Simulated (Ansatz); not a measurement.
Calculated with Ansatz (gas phase, PBE0-D4/def2-TZVP geometries, no zero-point term in ΔE). CCSD(T)/CBS adds triple-zeta CCSD(T) − MP2 to the extrapolated MP2 energy (def2 sets, frozen cores). This one scheme is used for every species. DFT in def2-TZVPP. HSE06 is defined as in plane-wave codes. One conformer a species, not always the lowest.

Reaction (hydrogenolysis of the Si–O bond): `N[SiH](O)S` + H₂ → `N[SiH2]S` + H₂O

```csv
level,ΔE (kJ/mol),difference from CCSD(T)/CBS
LDA (SPW92),92.3,1.4
r2SCANh-D4,97.0,6.1
PBE-QIDH,90.2,-0.7
revPBE,79.3,-11.6
r2SCAN,97.3,6.4
HSE06,83.2,-7.7
MP2/def2-SVP,85.7,-5.2
CCSD(T)/def2-SVP,77.7,-13.2
MP2/def2-TZVPP,97.4,6.5
HF/CBS(def2),85.0,-5.9
CCSD(T)/CBS,90.9,0
```

Largest T1 diagnostic among the species: 0.011.

In def2-TZVPP, CCSD(T) changes the Hartree–Fock value by +6.5 kJ/mol (the triples alone add +2.6 kJ/mol) and MP2 by +12.6 kJ/mol. The D4 term adds +6.5 kJ/mol with B3LYP and +3.4 kJ/mol with PBE0; it sums over pairs of atoms, weighted by their polarisabilities, and B3LYP, whose exchange is more repulsive, gets the larger term.

B3LYP here is the variant with VWN-RPA as its local correlation; programs differ in this.
